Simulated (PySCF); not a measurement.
Computed shifts of a molecule C2H4F2Si, PBE/pcSseg-1 run with PySCF, GIAO, gas phase, atoms alike by connectivity averaged where their shifts nearly agree, in ppm (number of nuclei): ¹⁹F: -176.8 (1), -193.0 (1). ¹³C: 165.6 (1), 163.4 (1). ²⁹Si: -92.6 (1). ¹H: 8.16 (1), 4.57 (3). References: ¹⁹F against CFCl3 (σ = 133.6 ppm); ¹³C against TMS (σ = 182.0 ppm); ²⁹Si against TMS (σ = 335.4 ppm); ¹H against TMS (σ = 31.49 ppm), references at their B3LYP-D3(BJ)/def2-TZVP geometries, non-relativistic. Geometry optimised at B3LYP-D3(BJ)/def2-SVP. The values are those of a single conformer.

Identify the compound among the candidates.
(A) FC(F)=C[SiH3]
(B) C=C(F)[SiH2]F
(C) F/C=C(/F)[SiH3]
(D) C=C[SiH](F)F

C, F/C=C(/F)[SiH3]
